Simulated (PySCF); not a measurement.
# H2In, SMILES `[InH2]` (charge 0, multiplicity 2)

Level of theory: ωB97X-D3(BJ)/def2-TZVP // B3LYP-D3(BJ)/def2-TZVP (PySCF 2.14.0).

The highest occupied spin orbital is -7.54 eV and the dipole moment is 0.55 D. The total energy is -191.3410 Ha. The cost comes out as very roughly 24 core-seconds.

```xyz
3

In    -0.0155     0.5917     0.0000
H     -1.5264    -0.3362     0.0000
H      1.5419    -0.2556     0.0000
```
Charge 0, spin multiplicity 2.
